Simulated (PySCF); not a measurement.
C₂H₃I. Atoms are numbered in the order given.

```xyz
6

C      0.3313     2.4451     0.0000
C     -0.5315     1.4459     0.0000
I      0.0271    -0.5790     0.0000
H      1.4025     2.2961     0.0000
H     -0.0315     3.4669     0.0000
H     -1.6037     1.5779     0.0000
```
Charge 0, spin multiplicity 1.

Coordinates come from a B3LYP-D3(BJ)/def2-TZVP optimisation. The def2 effective core potentials stand for the cores of I; spin–orbit coupling is left out.

Method: CAM-B3LYP/def2-TZVPD (PySCF).

Gas-phase values at a fixed geometry.

Q: Estimate the frontier levels, gap, dipole moment and polarisability. (Estimate from the structure and the level; the computed values follow.)

A: 
| Quantity | Result |
|---|---|
| highest occupied level | -8.35 eV |
| lowest empty level | 0.09 eV |
| orbital gap | 8.44 eV |
| dipole moment | 1.34 D |
| quadrupole, principal values (traceless, Buckingham form, about the centre of nuclear charge) | -5.71, -0.05, 5.76 D·Å |
| mean static polarisability | 61.4 bohr³ (9.11 Å³) |
| polarisability, principal values | 47.3, 53.9, 83.2 bohr³ |
